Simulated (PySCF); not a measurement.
**A series of octahedral complexes of Different ions with OH ligands**

All values are computed with PySCF: state-averaged CASSCF of the d shell with SC-NEVPT2, spin-free X2C, triple-zeta basis on the metal and double-zeta on the ligands, mean-field spin-orbit coupling; DFT geometries.

| complex | point group | M–L / Å | L–M–L / ° (cis) | solvent |
| --- | --- | --- | --- | --- |
| [Cr(OH)6]3- | S6 | 2.02 | 83–97 | water |
| [Mn(OH)6]2- | S6 | 1.91 | 87–93 | water |
| [Ru(OH)6]2- | Ci | 1.98–2.00 | 87–93 | water |
| [Mn(OH)6]3- | Ci | 1.95–2.32 | 76–104 | water |

For [Mn(OH)6]2-, [Ru(OH)6]2- the d shell alone is too small an active space: their values show what this model gives and aren't sound predictions.

(1) Rank by 10Dq at CASSCF level, lowest first.
A. [Mn(OH)6]3-
B. [Cr(OH)6]3-
C. [Ru(OH)6]2-
D. [Mn(OH)6]2-

(2) What are the ground states and moments?

In [Cr(OH)6]3-, [Mn(OH)6]2-, [Ru(OH)6]2-, [Mn(OH)6]3- the symmetry is lower than cubic, so the total splitting isn't 10Dq alone: it holds the effect of the lower symmetry too.

Answers

(1) A (12463 cm⁻¹), B (15115 cm⁻¹), D (22478 cm⁻¹), C (33443 cm⁻¹).

(2) 
| complex | shell | ground state (NEVPT2) | total orbital splitting (CASSCF fit) / cm⁻¹ | μeff(300 K) / μB |
| --- | --- | --- | --- | --- |
| [Cr(OH)6]3- | d3 | 4Ag (from 4A2g) | 15200 | 3.84 |
| [Mn(OH)6]2- | d3 | 4Ag (from 4A2g) | 22607 | 3.85 |
| [Ru(OH)6]2- | d4 | 3Ag (from 3T1g) | 37609 | 2.91 |
| [Mn(OH)6]3- | d4 | 5Ag (from 5Eg) | 20188 | 4.88 |
